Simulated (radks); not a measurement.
Ionisation of neutral helium, [He], to 1s1 as the strength of local exchange is varied. Calculated with a radial shooting solver on a logarithmic mesh with Libxc functionals: scalar-relativistic Kohn-Sham, Slater X-alpha exchange (alpha = 2/3 is LDA exchange), no correlation, spin-polarised, spherical densities, finite nucleus; Gaussian nuclear charge, rms radius 1.6755 fm.

alpha  E(He) (hartree)  exchange (hartree)  IE (eV)  -e of the level emptied (eV)  <r> of it (bohr)
0.623         -2.66825            -0.78712   21.485                   13.359 (1s)            0.9859
0.624         -2.66952            -0.78861   21.498                   13.375 (1s)            0.9856
0.625         -2.67078            -0.79010   21.511                   13.391 (1s)            0.9853
0.667         -2.72419            -0.85334   22.075                   14.073 (1s)            0.9719
0.723         -2.79641            -0.93964   22.840                   15.007 (1s)            0.9546
0.725         -2.79901            -0.94277   22.868                   15.040 (1s)            0.9540
0.788         -2.88165            -1.04264   23.748                   16.123 (1s)            0.9354
1.003         -3.17447            -1.40494   26.901                   20.068 (1s)            0.8775

NIST Atomic Spectra Database: 24.587 eV (measured). The Delta-SCF value meets it near alpha = 0.85.
